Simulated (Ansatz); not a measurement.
Reaction (formal exchange of groups at a Ga–C bond): `N#[C][GaH][OH]` + `O[SiH3]` → `O[SiH2][GaH][OH]` + `C#N`

Gas-phase electronic energies from Ansatz, PBE0-D4/def2-TZVP geometries. CCSD(T)/CBS adds triple-zeta CCSD(T) − MP2 to the extrapolated MP2 energy (def2 sets, frozen cores). This one scheme is used for every species. DFT in def2-TZVPP. HSE06 is defined as in plane-wave codes. For Ga outer-core shells are correlated without core-valence functions, which leaves a few kJ/mol of doubt a bond. Scalar relativity is left out up to krypton. One conformer a species, not always the lowest.

Q: Is it downhill or uphill in electronic energy at CCSD(T)/CBS, and by how much? (Estimate.)

A: Ansatz gave: Uphill: ΔE = +0.33 eV.

Q: What do these levels give: B2PLYP, BLYP, PBE0, HSE06, MP2/def2-TZVPP, MP2/CBS(def2)? (Best estimate.)

A: Computed: B2PLYP 0.37, BLYP 0.27, PBE0 0.25, HSE06 0.25, MP2/def2-TZVPP 0.46, MP2/CBS(def2) 0.38 eV.

Largest T1 diagnostic among the species: 0.015.

The D4 term adds −0.06 eV with B3LYP and −0.03 eV with PBE0; it sums over pairs of atoms, weighted by their polarisabilities, and B3LYP, whose exchange is more repulsive, gets the larger term. At CCSD(T), def2-SVP lies +0.07 eV from the extrapolated value and def2-TZVPP +0.07 eV. In def2-TZVPP, CCSD(T) changes the Hartree–Fock value by −0.22 eV (the triples alone add −0.02 eV) and MP2 by −0.16 eV.

B3LYP here is the variant with VWN-RPA as its local correlation; programs differ in this.
